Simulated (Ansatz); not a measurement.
System: C6H7 (charge -1, singlet). It need not be the lowest isomer of its formula. Whether it binds its extra electron was not tested at this geometry. 
Structure (B3LYP-D3(BJ)/def2-TZVP (Ansatz, a first-principles code) minimum search):
```xyz
13

C     -2.1295     0.2752    -0.1074
C     -0.6452     0.1250    -0.0291
C      0.2920     1.0860     0.1062
C      1.6317     0.4834     0.1388
C      1.6237    -0.8833     0.0270
C      0.1132    -1.1852    -0.0896
H     -2.5410    -0.1230    -1.0466
H     -2.6474    -0.2651     0.6987
H     -2.4328     1.3255    -0.0404
H      0.0718     2.1523     0.1796
H      2.5250     1.1014     0.2436
H     -0.0924    -1.7281    -1.0249
H     -0.1984    -1.8697     0.7142
```
Charge -1, spin multiplicity 1.

Parts of the frozen-core correlation energy in cc-pwCVTZ (Ansatz, hartree). Frozen orbitals: 6; correlated occupied orbitals by spin: 16 and 16; virtual: 334 and 334. No spin-orbit coupling. Non-relativistic. The restricted reference is unstable.

```
term                            value
-------------------------  ----------
reference (HF)             -231.23961
MP2 opposite-spin            -0.76116
MP2 same-spin                -0.24338
CCSD correlation             -1.03683
(T)                          -0.05395
T1 diagnostic                   0.014
largest doubles amplitude       0.051
```
